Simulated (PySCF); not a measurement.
## Two-component Hartree-Fock for Rh (rhodium, neutral)

Start: [Kr] 4d8 5s1; 4d3/2 filled at m_j = -1/2, +1/2, +3/2; 4d5/2 filled at m_j = -3/2, -1/2, +1/2, +3/2, +5/2; 5s1/2 filled at m_j = +1/2. Calculated with PySCF 2.14 in x2c-TZVPall-2c (8s9p7d1f, 77 functions): generalised Hartree-Fock with the X2C-1e Hamiltonian and a Gaussian nucleus; one run each with spin-orbit coupling (SO) switched off, then screened by Boettger's factors. This is a chosen level, not necessarily the ground level.

| spinor shell | electrons | ε, spin-free (eV) | ε, screened SO (eV) | weight of nominal j (screened SO) | rms radius, screened SO (bohr) |
| --- | --- | --- | --- | --- | --- |
| 1s1/2 | 2 | -23342.2 | -23340.6 | 1.000 | 0.0374 |
| 2s1/2 | 2 | -3465.8 | -3465.3 | 1.000 | 0.154 |
| 2p1/2 | 2 | -3099.2 | -3199.2 | 1.000 | 0.134 |
| 2p3/2 | 4 | -3099.2 | -3052.6 | 1.000 | 0.138 |
| 3s1/2 | 2 | -654.36 | -654.20 | 1.000 | 0.415 |
| 3p1/2 | 2 | -530.71 | -548.55 | 1.000 | 0.411 |
| 3p3/2 | 4 | -530.71 | -522.31 | 1.000 | 0.422 |
| 3d3/2 | 4 | -333.32 | -336.46 | 0.997 | 0.401 |
| 3d5/2 | 6 | -333.32 | -331.03 | 0.998 | 0.405 |
| 4s1/2 | 2 | -101.01 | -100.95 | 1.000 | 1.05 |
| 4p1/2 | 2 | -63.629 | -67.640 | 0.946 | 1.15 |
| 4p3/2 | 4 | -63.629 | -61.668 | 0.973 | 1.18 |
| 4d5/2 | 5 | -11.679 | -11.588 | 0.617 | 1.72 |
| 4d3/2 | 3 | -11.679 | -11.847 | 0.644 | 1.71 |
| 5s1/2 | 1 | -6.476 | -6.477 | 0.999 | 3.76 |

```json
{"quantity": "E (hartree)", "spin-free": "-4780.81709", "screened SO": "-4781.56761"}
{"quantity": "M_J", "spin-free": "9/2", "screened SO": "9/2"}
{"quantity": "⟨J²⟩", "spin-free": "24.759", "screened SO": "24.759"}
{"quantity": "⟨L²⟩", "spin-free": "12.008", "screened SO": "12.048"}
{"quantity": "⟨S²⟩", "spin-free": "3.751", "screened SO": "3.753"}
```

Each row is a mean over spinors that exchange with the open shell spreads, by up to 7.008 eV (4p3/2).

Rows whose weight is well below 1 are mixtures of j = l ± 1/2: exchange outweighs spin-orbit coupling there, and the label is only the starting occupation.

Breit and QED terms are absent; they matter most for the inner s and p1/2 levels.

Densities and radii are taken from the X2C orbitals without a picture-change correction, which distorts them close to the nucleus.

Without spin-orbit coupling the j labels of p, d and f shells carry no meaning; the spin-free column gives the mean over the occupied spinors of each nl shell.
